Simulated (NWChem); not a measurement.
All runs are NWChem calculations. System: CH2ClF, charge 0, spin multiplicity 1, at a geometry optimised with B3LYP/def2-SVP. The structure started from a generated list of species. Level: RHF/6-311G** (spherical d).

Input file:

```
start mol
memory heap 200 mb stack 800 mb global 1000 mb
geometry units angstroms nocenter noautoz
  F      1.359425    -0.771305     0.000000
  C      0.696464     0.407504     0.000000
  Cl    -1.076711     0.149852     0.000000
  H      0.945243     0.974618     0.908980
  H      0.945243     0.974618    -0.908980
  symmetry group Cs
end
basis spherical
  * library 6-311g**
end
scf
  rhf
  nopen 0
  maxiter 100
  thresh 1e-7
  semidirect memsize 60000000 filesize 0
end
task scf energy
```

Output (cleaned and shortened):

```
             Northwest Computational Chemistry Package (NWChem) 7.3.0
             --------------------------------------------------------

                                NWChem Input Module
                                -------------------

 Scaling coordinates for geometry "geometry" by  1.889725989
 (inverse scale =  0.529177249)

 Turning off AUTOSYM since
 SYMMETRY directive was detected!

                             Geometry "geometry" -> ""
                             -------------------------

 Output coordinates in angstroms (scale by  1.889725989 to convert to a.u.)

  No.       Tag          Charge          X              Y              Z
 ---- ---------------- ---------- -------------- -------------- --------------
    1 F                    9.0000     1.35942500    -0.77130500     0.00000000
    2 C                    6.0000     0.69646400     0.40750400     0.00000000
    3 Cl                  17.0000    -1.07671100     0.14985200     0.00000000
    4 H                    1.0000     0.94524300     0.97461800     0.90898000
    5 H                    1.0000     0.94524300     0.97461800    -0.90898000

 Effective nuclear repulsion energy (a.u.)     100.7458663818

            Nuclear Dipole moment (a.u.)
            ----------------------------
        X                 Y               Z
 ---------------- ---------------- ----------------
     0.0000151178    -0.0000018897     0.0000000000

      Symmetry information
      --------------------

 Group name             Cs
 Group number              2
 Group order               2
 No. of unique centers     4

      Symmetry unique atoms

     1    2    3    4


 Summary of "ao basis" -> "" (spherical)
 ------------------------------------------------------------------------------
       Tag                 Description            Shells   Functions and Types
 ---------------- ------------------------------  ------  ---------------------
 *                          6-311g**                  on all atoms

 Summary of "ao basis" -> "ao basis" (spherical)
 ------------------------------------------------------------------------------
[...]
    56      0.325659  3 Cl py                50      0.234382  3 Cl py

 Vector   17  Occ=2.000000D+00  E=-4.549869D-01  Symmetry=a"
              MO Center= -8.0D-01,  2.2D-01,  6.5D-16, r^2= 1.8D+00
   Bfn.  Coefficient  Atom+Function         Bfn.  Coefficient  Atom+Function
  ----- ------------  ---------------      ----- ------------  ---------------
    54      0.568739  3 Cl pz                57      0.331310  3 Cl pz
    45     -0.316388  3 Cl pz                51      0.227764  3 Cl pz

 Vector   18  Occ=0.000000D+00  E= 1.390484D-01  Symmetry=a'
              MO Center=  7.1D-01,  1.0D+00, -1.7D-17, r^2= 4.9D+00
   Bfn.  Coefficient  Atom+Function         Bfn.  Coefficient  Atom+Function
  ----- ------------  ---------------      ----- ------------  ---------------
    28      1.884018  2 C  s                 65     -1.114367  4 H  s
    71     -1.114367  5 H  s                 55     -0.426348  3 Cl px
    30      0.369120  2 C  py                42     -0.310752  3 Cl s
    52     -0.190421  3 Cl px                29     -0.158364  2 C  px
    24      0.152248  2 C  s

 Vector   19  Occ=0.000000D+00  E= 1.888704D-01  Symmetry=a'
              MO Center= -5.8D-01,  4.1D-01, -2.8D-14, r^2= 4.6D+00
   Bfn.  Coefficient  Atom+Function         Bfn.  Coefficient  Atom+Function
  ----- ------------  ---------------      ----- ------------  ---------------
    55      1.139916  3 Cl px                29      1.029729  2 C  px
    42      0.993852  3 Cl s                 65     -0.757522  4 H  s
    71     -0.757522  5 H  s                 30      0.544080  2 C  py
    25      0.243092  2 C  px                52      0.185720  3 Cl px
    11     -0.168064  1 F  px                21      0.165121  2 C  px

 Vector   20  Occ=0.000000D+00  E= 1.919814D-01  Symmetry=a"
              MO Center=  1.0D+00,  1.3D+00,  2.9D-14, r^2= 4.9D+00
   Bfn.  Coefficient  Atom+Function         Bfn.  Coefficient  Atom+Function
  ----- ------------  ---------------      ----- ------------  ---------------
    65      1.813440  4 H  s                 71     -1.813440  5 H  s
    31     -1.161460  2 C  pz

 center of mass
 --------------
 x =  -0.04340788 y =  -0.07112917 z =   0.00000000

 moments of inertia (a.u.)
 ------------------
          62.722375483061          72.702095872560           0.000000000000
          72.702095872560         303.185493930459           0.000000000000
           0.000000000000           0.000000000000         354.013225493527

  Mulliken analysis of the total density
  --------------------------------------

    Atom       Charge   Shell Charges
 -----------   ------   -------------------------------------------------------
    1 F    9     9.30   1.08  0.92  1.14  1.08  2.41  0.88  1.78  0.01
    2 C    6     5.82   1.10  0.89  0.52  0.75  1.50  0.37  0.55  0.14
    3 Cl  17    17.15   0.78  1.19  0.91  1.08  0.98  1.04  7.40 -1.49  1.00  3.08  1.15  0.03
    4 H    1     0.87   0.26  0.53  0.05  0.02
    5 H    1     0.87   0.26  0.53  0.05  0.02

       Multipole analysis of the density wrt the origin
       ------------------------------------------------

     L   x y z        total         open         nuclear
     -   - - -        -----         ----         -------
     0   0 0 0     -0.000000      0.000000     34.000000

     1   1 0 0      0.415859      0.000000      0.000015
     1   0 1 0      0.779242      0.000000     -0.000002
     1   0 0 1      0.000000      0.000000      0.000000

     2   2 0 0    -18.865245      0.000000    146.548909
     2   1 1 0      1.980500      0.000000    -30.833687
     2   1 0 1     -0.000000      0.000000      0.000000
     2   0 2 0    -18.097080      0.000000     30.825662
     2   0 1 1     -0.000000      0.000000      0.000000
     2   0 0 2    -17.467307      0.000000      5.901145

 Task  times  cpu:        1.3s     wall:        1.3s

 Total times  cpu:        1.3s     wall:        1.3s
```
